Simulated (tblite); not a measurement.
Species: C3H7BrSi2.
SMILES with atom numbers: `[CH:1]#[C:2][SiH2:3][SiH2:4][CH2:5][Br:6]` (hydrogens: H7 on C1; H8, H9 on Si3; H10, H11 on Si4; H12, H13 on C5)

Computed with GFN2-xTB (tblite), gas phase: L-BFGS steps from a force-field or distance-geometry start until the largest atomic force falls under 0.01 eV/Å.

Step 22: E = -474.4283 eV
```
atom  x, y, z in Å  |  force x, y, z in eV/Å
C1      2.9646    0.3147    0.9797   -0.008   0.000  -0.007
C2      2.1740   -0.1200    0.1841    0.013   0.000  -0.001
Si3     0.9112   -0.7423   -1.0193   -0.034   0.019  -0.008
Si4    -0.9658    0.6089   -0.7773    0.032  -0.010  -0.008
C5     -1.8626    0.1803    0.8627   -0.022  -0.030   0.002
Br6    -2.3307   -1.7202    0.9029   -0.017   0.022  -0.004
H7      3.6637    0.6911    1.6706    0.008  -0.009   0.006
H8      1.4958   -0.6292   -2.3634   -0.005   0.007   0.020
H9      0.6879   -2.1609   -0.7126    0.017   0.023  -0.003
H10    -1.9823    0.4526   -1.8270    0.008  -0.022   0.026
H11    -0.7115    2.0515   -0.6421    0.004  -0.008  -0.017
H12    -1.2491    0.3555    1.7434    0.011  -0.002  -0.020
H13    -2.7995    0.7184    0.9805   -0.006   0.009   0.015
```

Step 23: E = -474.4285 eV
```
atom  x, y, z in Å  |  force x, y, z in eV/Å
C1      2.9645    0.3149    0.9799   -0.009  -0.004  -0.011
C2      2.1730   -0.1178    0.1843    0.023   0.000   0.004
Si3     0.9121   -0.7418   -1.0192   -0.045   0.014  -0.012
Si4    -0.9651    0.6079   -0.7776    0.009  -0.006   0.009
C5     -1.8633    0.1803    0.8632   -0.011  -0.020  -0.007
Br6    -2.3332   -1.7204    0.9010   -0.019   0.042  -0.002
H7      3.6649    0.6886    1.6706    0.014  -0.002   0.015
H8      1.4954   -0.6275   -2.3634    0.000   0.006   0.013
H9      0.6910   -2.1607   -0.7124    0.016   0.022  -0.004
H10    -1.9842    0.4496   -1.8246    0.012  -0.020   0.023
H11    -0.7117    2.0511   -0.6441    0.003  -0.014  -0.018
H12    -1.2490    0.3543    1.7440    0.002  -0.007  -0.028
H13    -2.7988    0.7221    0.9805    0.003  -0.012   0.016
```

Step 24: E = -474.4288 eV
```
atom  x, y, z in Å  |  force x, y, z in eV/Å
C1      2.9645    0.3150    0.9802   -0.006  -0.007  -0.010
C2      2.1720   -0.1156    0.1844    0.026  -0.002   0.004
Si3     0.9123   -0.7409   -1.0193   -0.037   0.009  -0.007
Si4    -0.9643    0.6066   -0.7777   -0.020   0.001   0.026
C5     -1.8642    0.1800    0.8637    0.004   0.002  -0.017
Br6    -2.3364   -1.7200    0.8989   -0.022   0.050   0.002
H7      3.6664    0.6858    1.6707    0.014   0.003   0.017
H8      1.4949   -0.6256   -2.3630    0.005   0.007   0.004
H9      0.6946   -2.1600   -0.7121    0.013   0.017  -0.003
H10    -1.9859    0.4459   -1.8216    0.014  -0.019   0.016
H11    -0.7119    2.0504   -0.6465    0.003  -0.017  -0.018
H12    -1.2487    0.3530    1.7441   -0.005  -0.012  -0.030
H13    -2.7977    0.7259    0.9807    0.011  -0.031   0.016
```

**Question.** Estimate the geometry and energy of step 25. (The exact step hangs on the optimiser's Hessian estimate; all steps are aligned on step 24, rigid shifts and turns removed.)

**Answer.** E = -474.4291 eV, largest force 0.057 eV/Å
```
atom  x, y, z in Å  |  force x, y, z in eV/Å
C1      2.9645    0.3152    0.9805    0.003  -0.007  -0.004
C2      2.1712   -0.1131    0.1843    0.022  -0.006  -0.001
Si3     0.9118   -0.7396   -1.0195   -0.012   0.006   0.002
Si4    -0.9637    0.6052   -0.7773   -0.045   0.009   0.034
C5     -1.8651    0.1796    0.8639    0.017   0.025  -0.021
Br6    -2.3405   -1.7186    0.8965   -0.026   0.045   0.004
H7      3.6684    0.6826    1.6711    0.007   0.004   0.013
H8      1.4945   -0.6233   -2.3625    0.007   0.007  -0.006
H9      0.6989   -2.1588   -0.7120    0.008   0.007  -0.002
H10    -1.9876    0.4412   -1.8179    0.011  -0.017   0.005
H11    -0.7121    2.0492   -0.6497    0.003  -0.014  -0.016
H12    -1.2484    0.3513    1.7437   -0.006  -0.016  -0.026
H13    -2.7964    0.7297    0.9812    0.011  -0.042   0.016
```

The energy changes by -0.0003 eV. The first-order estimate −F·Δx gives -0.0004 eV and the mean of the old and new forces, exact on a quadratic surface, -0.0003 eV. The step makes an angle of 72° with the force vector and moves no atom by more than 0.006 Å.

What follows is the cost of the whole relaxation. Time: 0.34 s of wall time. Hardware: one thread, Arm Neoverse V2 (aarch64), no GPU, shared host with 96 logical CPUs at a one-minute load of 75.
